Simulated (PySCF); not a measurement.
## Working out the ionisation energy of Ti⁺

Ti⁺ [Ar] 3d2 4s1 (4F) → Ti²⁺ [Ar] 3d2 (3F). All numbers are calculated (PySCF 2.14, no relativity, point nucleus, in def2-TZVPPD (6s6p4d2f1g, 67 functions)). Frozen: [Ne]. Energies in hartree (1 hartree = 27.21139 eV):

```csv
part,Ti⁺ (lower),Ti²⁺ (upper)
UHF,-848.194103,-847.721782
MP2 opposite-spin,-0.174844,-0.164935
MP2 same-spin,-0.075835,-0.063838
```

Q: What does Hartree-Fock give?

A: (-847.721782) − (-848.194103) = 0.472321 hartree = 12.853 eV.

Q: What do MP2 and SCS-MP2 (6/5 opposite-spin, 1/3 same-spin) give?

A: The opposite-spin parts differ by 0.270 eV and the same-spin parts by 0.326 eV. MP2: 12.853 + (0.270) + (0.326) = 13.449 eV. SCS-MP2: 12.853 + 1.2 × (0.270) + (0.326)/3 = 13.286 eV.

A first-order spin-orbit estimate adds -0.002 eV to MP2 (valence and next inner shell), giving 13.447 eV against 13.575 eV (measured; NIST Atomic Spectra Database, ionization energies).

The calculation is non-relativistic.

What remains against the reference includes basis incompleteness, the frozen core and correlation beyond second order.
